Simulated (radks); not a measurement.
Values are calculated unless marked as measured or tabulated.
Q: Valence configurations of the iridium ion Ir2+ (all share [Xe]). Level of theory: Dirac Kohn-Sham, PBE, spin-unpolarised, spherical densities, finite nucleus; open shells are shared between the two j in proportion to 2j + 1; Fermi nuclear charge, rms radius 5.4032 fm (a radial shooting solver on a logarithmic mesh with Libxc functionals). Order these by energy: 4f13 5d6.5 6s1.5; 4f13 5d7.5 6p0.5; 4f13 5d8; 4f14 5d6 6p1; 4f13 5d7 6s1; 4f12.5 5d7.5 6p1; 4f13.5 5d7.5; 4f13 5d7 6p1; 4f14 5d6.5 6s0.5; 4f14 5d7.

A: From the lowest, in eV above it: 4f14 5d7 0.000; 4f14 5d6.5 6s0.5 1.609; 4f14 5d6 6p1 11.294; 4f13.5 5d7.5 28.764; 4f13 5d8 59.877; 4f13 5d7 6s1 64.547; 4f13 5d7.5 6p0.5 65.912; 4f13 5d6.5 6s1.5 67.359; 4f13 5d7 6p1 72.519; 4f12.5 5d7.5 6p1 106.71. NIST lists [Xe] 4f14 5d7 as the ground configuration; this level of theory agrees among the configurations tried. The energies are those of spherical spin-averaged densities, not of single terms.
